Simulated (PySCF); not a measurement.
PySCF job for C₂H₄Cl₂Si₂, SMILES [SiH3][Si](Cl)(C#C)Cl, SMD-M06-2X/6-31G*. Geometry optimised at B3LYP-D3(BJ)/def2-SVP. The structure was generated by enumeration, and PubChem lists no compound with its InChIKey, so it may never have been made.

```python
import numpy as np
from pyscf import gto, scf, dft
from pyscf.solvent import smd

mol = gto.M(
    atom='''
    C     2.01016957    2.36268986    0.00000003
    C     1.17405617    1.47792492    0.00000002
    Si    0.00156703    0.08220779   -0.00000000
    Si    1.07192115   -1.99448064    0.00000002
    Cl   -1.19854761    0.23109249    1.68875080
    Cl   -1.19854755    0.23109249   -1.68875084
    H     2.74224457    3.15036160    0.00000005
    H     1.92029847   -2.10834870   -1.22016355
    H     0.03358737   -3.06267761   -0.00000001
    H     1.92029843   -2.10834870    1.22016360
    ''',
    basis='6-31G*',
    charge=0,
    spin=0,
    max_memory=1600,
    verbose=3,
)
mf = dft.RKS(mol, xc='m06-2x').density_fit(auxbasis='def2-universal-jkfit')
mf.grids.level = 4
mf.conv_tol = 1e-9
mf.max_cycle = 100
mf.kernel()
res = {}
for name in ['water', 'ethylethanoate', '1-octanol']:
    s = mf.SMD()
    s.with_solvent.solvent, s.with_solvent.sasa_ng = name, 302
    s.kernel(mf.make_rdm1())
    res[name] = (s.e_tot, s.with_solvent.get_cds(), s.dip_moment(), s.mo_energy, s.converged)
    print(f'SMD {name}: dG(solv) = {(s.e_tot - mf.e_tot) * 627.509474:.3f} kcal/mol, of which CDS {res[name][1] * 627.509474:.3f}')
```

It prints:

```
converged SCF energy = -1577.83735239359
converged SCF energy = -1577.83585706545
Dipole moment(X, Y, Z, Debye):  3.59695,  0.01446,  0.00000
SMD water: dG(solv) = 0.938 kcal/mol, of which CDS 5.497
converged SCF energy = -1577.84331778891
Dipole moment(X, Y, Z, Debye):  3.40926,  0.02081,  0.00000
SMD ethylethanoate: dG(solv) = -3.743 kcal/mol, of which CDS -0.253
converged SCF energy = -1577.84243205745
Dipole moment(X, Y, Z, Debye):  3.48496,  0.01923,  0.00000
SMD 1-octanol: dG(solv) = -3.188 kcal/mol, of which CDS 0.732
```

The run converged.
